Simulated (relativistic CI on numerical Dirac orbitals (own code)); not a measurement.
Computed by Dirac-Coulomb-Breit CI, orbitals from a KLI potential per configuration, QED by a radiative potential, unscaled Slater integrals (own radial code, finite nucleus).

The strongest absorption lines from the ground level of an ion, among the configurations computed and to levels below about 189 eV (vacuum wavelength in Å, gf): 120.30 (0.39), 123.19 (2.9), 125.92 (0.48), 126.06 (0.2), 127.68 (1.6), 127.76 (1), 133.53 (0.35), 232.43 (0.18).

Task: Which ion is it?
A. Zn14+
B. Ge16+
C. Ge14+
D. Kr20+

Result: B. Ge16+ has 16 electrons and the ground level 3s2 3p4 3P_2; the strongest line goes to 3s2 3p3 3d 3D°_3. The pattern of lines fixes the number of electrons, and along that sequence the line energies rise steadily with the charge (about as its square where n changes within one kind of shell, about linearly where n is kept but much faster in heavy ions where fine structure, which grows about as Z⁴, sets the gap, and irregularly where shells cross), which fixes Z. Configurations outside the model, such as inner-shell arrays, can give stronger lines. At this charge energies of transitions that change n are usually good to better than 1 %, and those within a shell (Δn = 0) to a few per cent.

LS names give the leading component of a level, which can be under half, so a name can repeat, a term be missing and a line seem to break the LS rules.
